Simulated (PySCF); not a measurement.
## Calculated NMR data

- GFN2-xTB geometry
- NMR shieldings at PBE0/pcSseg-1/GIAO
- run in PySCF 2.14.0 with density-fitted response routines
- gas phase, no relativistic terms, a single conformation, equivalent nuclei averaged

References, each an isolated molecule treated in the same way: $^{1}$H (σref 31.72), $^{13}$C (σref 186.93) vs TMS. Where no couplings were computed, multiplicities follow the n + 1 count of equivalent neighbours, and m marks all less simple cases (inequivalent or close neighbours, rings, F or P nearby). Shifts are as computed. Against solution values, carbons near 30 ppm lie about +3 ppm off and those near 130 ppm about +5 ppm; carbons on Cl a further +6 ppm. Of 1211 compounds with measured shifts, 218 miss one by over three times the rms of a fit or turn the order of signals round; such compounds aren't used in these exercises. Carbons bonded to Cl come out too deshielded.

Compound 1 (C₆H₁₆N₂Si). $^{1}$H NMR (600 MHz, computed): δ 4.78 (s, 3H), 3.28 (m, 1H), 3.20 (m, 1H), 2.75 (s, 3H), 2.67 (m, 1H), 2.05 (m, 1H), 1.44 (m, 1H), 1.22 (m, 1H), 1.22 (m, 1H), 1.11 (d, 3H). $^{13}$C{$^{1}$H} NMR (computed): δ 52.5 (CH2), 46.8 (CH), 42.1 (CH3), 36.2 (CH2), 24.4 (CH3), 22.0 (CH2). Structure: SMILES C[C@@H]1CCCN(C)N1[SiH3].

Compound 2 (C₈H₁₃Cl). $^{1}$H NMR (600 MHz, computed): δ 3.59 (m, 1H), 2.30 (m, 1H), 2.12 (m, 1H), 1.93 (m, 1H), 1.93 (m, 1H), 1.86 (m, 1H), 1.80 (m, 1H), 1.70 (m, 1H), 1.25 (m, 1H), 0.91 (d, 3H), 0.41 (m, 1H). $^{13}$C{$^{1}$H} NMR (computed): δ 66.1, 51.7, 45.5, 39.6, 39.1, 38.9, 35.7, 19.4. Structure: `C[C@@H]1C[C@H]2C[C@@H]1C[C@@H]2Cl`.

Compound 3 (C₁₀H₈N₂). $^{1}$H NMR (600 MHz, computed): δ 9.14 (d, 4H), 7.55 (d, 4H). $^{13}$C{$^{1}$H} NMR (computed): δ 156.7, 154.1, 127.1. Structure: 4,4'-bipyridine.
